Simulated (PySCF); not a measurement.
**GaH at RHF-CCSD**

Level: RHF-CCSD. Ga cc-pVDZ-PP with ECP10, H cc-pVDZ; scalar-relativistic core potentials (PySCF 2.14).

| Property | Result |
| --- | --- |
| state | ¹Σ⁺ (singlet), closed shell |
| bond length | 1.674 Å |
| harmonic wavenumber | 1591 cm⁻¹ |
| force constant | 1.48 mdyn/Å |
| rotational constant Be | 6.056 cm⁻¹ |
| anharmonicity ωexe | 24.4 cm⁻¹ |
| vibration–rotation constant αe | 0.168 cm⁻¹ |
| well depth De to Ga + H | 2.77 eV |
| dissociation energy D0 | 2.68 eV |

Correlated steps freeze 4 core orbitals. Correlated levels converge slowly with the basis: in double zeta they bind strong bonds too weakly, by up to about 1 eV, and carry superposition errors of some tenths. Where the molecule has an RHF reference, its open-shell atoms are computed with UHF.
